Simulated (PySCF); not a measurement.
Input of a run (PBE0-D3(BJ)/def2-SVP geometry optimisation, gas phase (PySCF 2.14.0)), started from GFN2-xTB:
```
{"job": {"xc": "PBE0", "basis": "def2-SVP", "d3": "d3bj", "grid": 1, "shake": 0.01, "kind": "geom"}, "charge": 0, "multiplicity": 1}
C     -2.461120    -0.623320     1.434520
O     -2.032560    -0.659860     0.091340
C     -1.191610     0.386410    -0.271450
C     -0.783320     0.207230    -1.739930
C      0.451260    -0.607420    -1.676850
O      0.931850    -1.301920    -2.501060
C      1.052740    -0.329230    -0.271370
O      2.180830     0.478350    -0.447440
C      2.900580     0.692870     0.765550
O      0.037050     0.339860     0.472320
H     -3.146600    -1.457260     1.571030
H     -3.031160     0.330540     1.617140
H     -1.673550    -0.644940     2.122330
H     -1.655030     1.361420    -0.016570
H     -0.601740     1.147510    -2.217440
H     -1.602940    -0.300060    -2.271800
H      1.310220    -1.257990     0.240970
H      2.279430     1.192820     1.505900
H      3.270270    -0.269240     1.152020
H      3.714410     1.329600     0.470890
```

Output (energies in Eh, forces in Eh/bohr):
```
step   0  E = -534.53561391  max force = 0.036969
step   1  E = -534.54072749  max force = 0.010757
step   2  E = -534.54286808  max force = 0.004586
step   3  E = -534.54333524  max force = 0.002790
step   4  E = -534.54357606  max force = 0.002142
step   5  E = -534.54367083  max force = 0.002023
step   6  E = -534.54374083  max force = 0.001213
step   7  E = -534.54378531  max force = 0.000871
step   8  E = -534.54381313  max force = 0.001050
step   9  E = -534.54385241  max force = 0.000982
step  10  E = -534.54387851  max force = 0.001160
step  11  E = -534.54390055  max force = 0.001051
step  12  E = -534.54390610  max force = 0.000440
optimisation converged
```

Problem. Summarise the run.

Solution. The energy falls by 5.2 kcal/mol over 13 energy and gradient evaluations, the largest force component goes from 0.0370 to 4.4e-04 Eh/bohr, and the atoms move by 0.109 Å rms after alignment. The bond that changes most is C1–H13 (methoxy carbon to methyl hydrogen), which lengthens by 0.057 Å. Bonds longer at the end by more than 0.005 Å: 9 of 20; shorter: 9. Among the angles that change most is C3–C4–H16, from 108.5° to 114.0°. Among the dihedrals that turn most is H14–C3–C4–H15, from 25° to 36°. The energy never rose by more than 1e-6 Eh on the way. The first step brought 62 % of the lowering.

Problem. What are the final bond lengths?

Solution. C1–O2 1.403 Å, O2–C3 1.386 Å, C3–C4 1.515 Å, C4–C5 1.510 Å, C5=O6 1.196 Å, C5–C7 1.538 Å, C7–O8 1.376 Å, O8–C9 1.404 Å, C7–O10 1.407 Å, C3–O10 1.415 Å, C1–H11 1.098 Å, C1–H12 1.107 Å, C1–H13 1.102 Å, C3–H14 1.106 Å, C4–H15 1.102 Å, C4–H16 1.096 Å, C7–H17 1.109 Å, C9–H18 1.103 Å, C9–H19 1.106 Å, C9–H20 1.098 Å. Numbering counts from 1 in the input's order; the species is `CO[C@@H]1CC(=O)[C@@H](OC)O1`.

The run used 190 basis functions and 94 SCF cycles in all. On one thread, Intel Xeon Platinum 8488C (x86_64), shared host, this took 4.1 min wall and 0.90 GiB of memory at its peak.

Stationary, but not proved a minimum. One conformer, not necessarily the lowest.
